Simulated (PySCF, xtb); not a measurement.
3-bromo-1,1-difluoropropa-1,2-diene (C3HBrF2), SMILES FC(F)=C=CBr.

Harmonic wavenumbers (cm⁻¹) from GFN2-xTB (xtb) at its own minimum, in rising order: 85, 102, 226, 328, 457, 464, 540, 616, 761, 813, 1141, 1155, 1422, 2055, 3059.

What does PySCF with PBE-D3(BJ)/def2-SVP give at its own minimum? (Estimate from the structure and the level; the computed values follow.)

83, 103, 240, 324, 521, 572, 581, 632, 780, 824, 1151, 1254, 1429, 2045, 3112. Paired by order, the mean absolute difference is 31 cm⁻¹ and the zero-point energies are 18.9 and 19.5 kcal/mol.
